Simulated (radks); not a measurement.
Species: Cr+. Configuration: [Ar] 3d5 (the NIST ground configuration).

Method: non-relativistic Kohn-Sham, PBEsol, spin-unpolarised, spherical densities, point nucleus; computed with a radial shooting solver on a logarithmic mesh with Libxc functionals.

Energy parts (hartree):
total: -1042.72395
kinetic: 1041.73405
electron-nucleus: -2473.29418
Hartree: 435.91685
exchange-correlation: -47.08068

Orbitals (lengths in bohr, moments of r in powers of bohr; r(max) is where P^2 peaks):
orbital  occ.  eigenvalue (hartree)      <r>   r(max)
1s          2             -214.4131  0.06423  0.04227
2s          2             -24.39044   0.2963   0.2463
2p          6             -20.77300   0.2611   0.1988
3s          2              -2.91134   0.9125   0.7846
3p          6              -1.90960   0.9721   0.8017
3d          5              -0.36383    1.404   0.8386

The highest occupied level is 3d at -9.900 eV. The electron density at the nucleus is 9301 e/bohr^3. Summed over all electrons, <r^2> = 22.76 bohr^2, which gives a Langevin (diamagnetic) susceptibility term of -18 x 10^-6 cm^3/mol. Virial ratio -V/T = 2.00095. The density falls to 0.001 e/bohr^3 at r = 3.61 bohr. For comparison, the ionisation energy in NIST's Atomic Spectra Database is 16.486 eV (measured). In exact Kohn-Sham theory the highest level is minus the ionisation energy, but local and semilocal functionals leave it too shallow, through self-interaction and a potential that decays too fast; potentials with the right tail come closer.

Beside tabulated values, note that spin-unpolarised runs miss the spin-polarisation part of the exchange energy of open shells.
